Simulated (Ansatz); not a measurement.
Ideal-gas functions of FH₄NSn, SMILES `[NH2][SnH2][F]` at 500 K and 1 bar, from an Ansatz frequency run at PBE0-D4/def2-TZVP.

Molar mass 155.75 g/mol, point group Cs (symmetry number 1), electronic degeneracy 1, moments of inertia 46.53, 94.721, 129.846 u Å². Harmonic wavenumbers (cm⁻¹, unscaled): 142, 186, 318, 404, 540, 604, 635, 660, 681, 835, 1564, 1971, 1985, 3590, 3694.

Use S(trans) = R[1.5 ln M + 2.5 ln T − 1.1517]; rotational temperatures θ = 24.2544 K / I; S(rot) = R[ln(√π/σ · √(T³/θAθBθC)) + 1.5]; for each mode x = 1.438777 ν̃/T, S = R[x/(eˣ − 1) − ln(1 − e⁻ˣ)] and H = RT x/(eˣ − 1); 1 cm⁻¹ = 0.0119627 kJ/mol; R = 8.31446 J/(mol·K).

Question: By hand: the entropy, in J/(mol·K).

Answer: Translation 182.6. Rotation: θ = 0.5213, 0.2561, 0.1868 K, giving 110.1. Vibration, mode by mode: 15.81, 13.61, 9.34, 7.52, 5.44, 4.69, 4.37, 4.13, 3.94, 2.78, 0.51, 0.19, 0.19, 0.00, 0.00, in all 72.5. Electronic 0.0. Sum 365.2 J/(mol·K).

Question: By hand: H − E and G − E in kJ/mol, counted from the electronic energy.

Answer: Zero-point energy ½ × 17809 × 0.0119627 = 106.5; thermal vibration 20.1; translation, rotation and pV give 4 RT = 16.6. H − E = 143.2 kJ/mol, and G − E = 143.2 − 500 × 365.2/1000 = -39.4 kJ/mol.

Vibration gives 20 % of the entropy, 15.8 J/(mol·K) of it from the mode under 150 cm⁻¹: soft modes count most, and the harmonic formula is weakest for them. The sum counts one conformer and one mirror image; others add a mixing term.
